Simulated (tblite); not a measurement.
C₂H₈BrFSi₂.
Atom-mapped SMILES: `[CH3:1][Si@@H:2]([F:3])[C@H:4]([SiH3:5])[Br:6]` (hydrogens: H7, H8, H9 on C1; H10 on Si2; H11 on C4; H12, H13, H14 on Si5)

Computed with GFN2-xTB (tblite), gas phase: L-BFGS steps from a force-field or distance-geometry start until the largest atomic force falls under 0.01 eV/Å.

Step 45: E = -562.9455 eV
```
atom  x, y, z in Å  |  force x, y, z in eV/Å
C1     -2.4259   -0.4003    0.1092    0.005   0.020   0.009
Si2    -0.6577   -0.6658    0.7232   -0.027  -0.024   0.000
F3     -0.1036   -2.0676    0.1295   -0.007  -0.043  -0.020
C4      0.5571    0.6275    0.0451   -0.034   0.073   0.010
Si5     2.4291    0.3250    0.2524    0.122   0.017  -0.021
Br6     0.1855    2.3290    0.9844   -0.036  -0.002   0.021
H7     -2.4695   -0.2605   -0.9694    0.016  -0.019   0.039
H8     -3.0477   -1.2569    0.3569    0.037   0.022  -0.014
H9     -2.8725    0.4741    0.5735   -0.005   0.008  -0.021
H10    -0.5450   -0.8028    2.1669    0.029   0.012  -0.002
H11     0.3434    0.8580   -0.9980   -0.034  -0.023  -0.024
H12     3.0945    1.5196   -0.2725    0.000  -0.020  -0.006
H13     2.7895   -0.8610   -0.5193   -0.021  -0.003   0.018
H14     2.7221    0.1813    1.6760   -0.046  -0.019   0.011
```

Step 46: E = -562.9465 eV
```
atom  x, y, z in Å  |  force x, y, z in eV/Å
C1     -2.4257   -0.3984    0.1132    0.002   0.013   0.010
Si2    -0.6577   -0.6686    0.7216    0.022   0.000  -0.008
F3     -0.1059   -2.0704    0.1251   -0.012  -0.036  -0.013
C4      0.5563    0.6258    0.0415    0.005   0.048  -0.022
Si5     2.4307    0.3262    0.2517    0.065   0.022   0.006
Br6     0.1761    2.3276    0.9706   -0.036   0.028   0.049
H7     -2.4726   -0.2659   -0.9657    0.015  -0.016   0.022
H8     -3.0471   -1.2524    0.3687    0.014   0.017  -0.013
H9     -2.8679    0.4804    0.5728   -0.008   0.009  -0.014
H10    -0.5378   -0.8005    2.1650    0.025   0.003   0.001
H11     0.3457    0.8539   -1.0029   -0.039  -0.040  -0.028
H12     3.1019    1.5251   -0.2534   -0.003  -0.011  -0.016
H13     2.7951   -0.8530   -0.5270   -0.016  -0.015   0.007
H14     2.7084    0.1696    1.6768   -0.033  -0.021   0.019
```

Step 47: E = -562.9470 eV
```
atom  x, y, z in Å  |  force x, y, z in eV/Å
C1     -2.4257   -0.3969    0.1159    0.009   0.005   0.011
Si2    -0.6572   -0.6705    0.7200    0.053   0.017  -0.012
F3     -0.1070   -2.0729    0.1222   -0.019  -0.021  -0.006
C4      0.5561    0.6256    0.0388    0.031   0.022  -0.035
Si5     2.4328    0.3273    0.2516    0.006   0.018   0.024
Br6     0.1697    2.3278    0.9627   -0.034   0.031   0.052
H7     -2.4747   -0.2695   -0.9631    0.013  -0.013   0.008
H8     -3.0467   -1.2493    0.3762   -0.002   0.012  -0.009
H9     -2.8651    0.4847    0.5724   -0.008   0.008  -0.010
H10    -0.5332   -0.7989    2.1635    0.023  -0.004   0.000
H11     0.3469    0.8500   -1.0069   -0.038  -0.039  -0.021
H12     3.1060    1.5289   -0.2415    0.001   0.000  -0.024
H13     2.7982   -0.8479   -0.5317   -0.012  -0.018   0.002
H14     2.6992    0.1611    1.6778   -0.023  -0.019   0.019
```

Problem. Estimate the geometry and energy of step 48. (The exact step hangs on the optimiser's Hessian estimate; all steps are aligned on step 47, rigid shifts and turns removed.)

Solution. E = -562.9476 eV, largest force 0.075 eV/Å
```
atom  x, y, z in Å  |  force x, y, z in eV/Å
C1     -2.4252   -0.3954    0.1187    0.019  -0.001   0.010
Si2    -0.6555   -0.6722    0.7179    0.068   0.029  -0.011
F3     -0.1078   -2.0759    0.1194   -0.025  -0.002   0.002
C4      0.5564    0.6260    0.0354    0.043  -0.001  -0.035
Si5     2.4348    0.3288    0.2520   -0.047   0.008   0.034
Br6     0.1620    2.3286    0.9559   -0.028   0.020   0.041
H7     -2.4767   -0.2733   -0.9604    0.013  -0.009  -0.006
H8     -3.0465   -1.2456    0.3839   -0.014   0.006  -0.003
H9     -2.8616    0.4891    0.5721   -0.006   0.008  -0.006
H10    -0.5283   -0.7970    2.1617    0.022  -0.010  -0.005
H11     0.3475    0.8451   -1.0117   -0.034  -0.026  -0.013
H12     3.1100    1.5327   -0.2298    0.009   0.012  -0.029
H13     2.8008   -0.8430   -0.5361   -0.008  -0.017  -0.001
H14     2.6895    0.1516    1.6789   -0.012  -0.017   0.021
```

The energy changes by -0.0006 eV. The first-order estimate −F·Δx gives -0.0008 eV and the mean of the old and new forces, exact on a quadratic surface, -0.0006 eV. The step makes an angle of 79° with the force vector and moves no atom by more than 0.014 Å.

The cost below is that of the whole relaxation. Time: 0.55 s wall. Hardware: an Arm Neoverse V2 with one thread, shared host with 32 logical CPUs at a one-minute load of 14.
